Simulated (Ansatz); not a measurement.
CeO2 (SMILES [O]=[Ce]=[O]) moved off its minimum; all values from Ansatz (a first-principles code), cores frozen in correlated methods. Elements past Kr take the def2 small-core potentials, without spin–orbit coupling.
(charge 0, multiplicity 1)
```xyz
3

Ce     0.1699    -0.0239     0.0511
O      1.1104     0.5190    -1.3497
O     -1.6283     0.1112     0.6181
```

Forces at r2SCAN/def2-TZVPP (eV/Å):

| atom | Fx | Fy | Fz |
|---|---|---|---|
| Ce1 | -2.525 | -0.446 | 1.940 |
| O2 | 0.765 | 0.531 | -1.300 |
| O3 | 1.760 | -0.085 | -0.639 |

Q: Give the forces (eV/Å), the total energy and the dipole at CCSD(T)/def2-TZVPP.

A: 
```
atom      Fx      Fy      Fz
----  ------  ------  ------
Ce1   -2.153  -0.951   2.682
O2     1.154   0.903  -2.145
O3     0.999   0.049  -0.538
```
Energy -624.0358 hartree, dipole 4.86 D.
